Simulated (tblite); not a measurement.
A tight-binding relaxation on `C#[N+][B@@H-](C)[C@H](C)COC`.

Computed with GFN2-xTB geometry optimisation, gas phase (tblite 0.8.0). Start geometry: from a force field or distance geometry. The input is one job of a driver script: a line of settings, then coordinates in Å.

Command:
```bash
OMP_NUM_THREADS=1 python probes_run.py task.json out
```

Input:
```
{"job": {"kind": "relax", "xc": "GFN2-xTB", "basis": "xTB"}, "charge": 0, "multiplicity": 1}
C     -2.131800    -1.246100    -1.767400
N     -1.910900    -0.455700    -0.956900
B     -1.595900     0.545800     0.110300
C     -2.139300     0.027900     1.520900
C     -0.009500     0.886600     0.151200
C      0.396000     1.668800    -1.117000
C      0.859500    -0.371800     0.306800
O      2.216500     0.004000     0.489800
C      3.012200    -1.161400     0.601400
H     -2.358400    -1.960500    -2.511300
H     -2.205300     1.548100    -0.151800
H     -3.250700     0.072700     1.552800
H     -1.838900    -1.032800     1.703200
H     -1.731400     0.648800     2.347600
H      0.167400     1.556800     1.023200
H      0.257400     1.052800    -2.015200
H      1.469200     1.974200    -1.048800
H     -0.205100     2.591400    -1.210600
H      0.508800    -0.935600     1.210800
H      0.747900    -1.018400    -0.585400
H      4.058400    -0.841200     0.753300
H      2.708000    -1.765700     1.483300
H      2.971000    -1.761700    -0.315800
```

**Question.** What does the run print?

**Answer.** 
```
step      E/eV     max force
  0    -765.55985    1.447
  1    -765.67893    0.596
  2    -765.71539    1.412
  3    -765.71544    2.107
  4    -765.74603    0.316
  5    -765.75944    0.443
  6    -765.77290    0.555
  7    -765.77881    0.276
  8    -765.78365    0.132
  9    -765.78656    0.197
... (61 lines left out)
 71    -765.81382    0.018
 72    -765.81386    0.021
 73    -765.81390    0.019
 74    -765.81393    0.012
 75    -765.81396    0.012
 76    -765.81400    0.018
 77    -765.81405    0.020
 78    -765.81410    0.017
 79    -765.81414    0.011
 80    -765.81415    0.008
```

«max force» is the largest atomic force in eV/Å.

**Question.** From which step on does the largest force stay under 0.1 eV/Å, and how much energy is left to gain from there?

**Answer.** From step 23 (0.067 eV/Å), 7.5 meV above the end.

Summary of the converged run: energy lowered by 5.9 kcal/mol over 80 steps; largest atomic force 0.008 eV/Å at the end.

**Question.** Where do the atoms end?

**Answer.** 0.114 Å rms from the input after alignment:
```
atom  x, y, z in Å
C1    -2.1016   -1.1133   -1.7144
N2    -1.9290   -0.3194   -0.9020
B3    -1.6418    0.6298    0.1537
C4    -2.1700   -0.0536    1.5453
C5    -0.0065    0.9011    0.1090
C6     0.4286    1.6187   -1.1689
C7     0.8233   -0.3666    0.2908
O8     2.1875   -0.0215    0.4498
C9     3.0162   -1.1328    0.6258
H10   -2.2705   -1.8344   -2.4621
H11   -2.2420    1.6203   -0.1205
H12   -3.2533   -0.1492    1.5597
H13   -1.7526   -1.0438    1.7124
H14   -1.8876    0.5703    2.3878
H15    0.2334    1.5527    0.9533
H16    0.1922    1.0218   -2.0497
H17    1.5022    1.7927   -1.1515
H18   -0.0787    2.5759   -1.2581
H19    0.4881   -0.9238    1.1786
H20    0.7156   -1.0299   -0.5857
H21    4.0287   -0.7559    0.7597
H22    2.7239   -1.7148    1.5110
H23    2.9891   -1.7973   -0.2496
```

On one thread, Arm Neoverse V2 (aarch64), no GPU, shared host with 96 logical CPUs at a one-minute load of 52, this took 0.52 s wall.
Labels such as C1 count atoms from 1, the log's own numbers from 0.
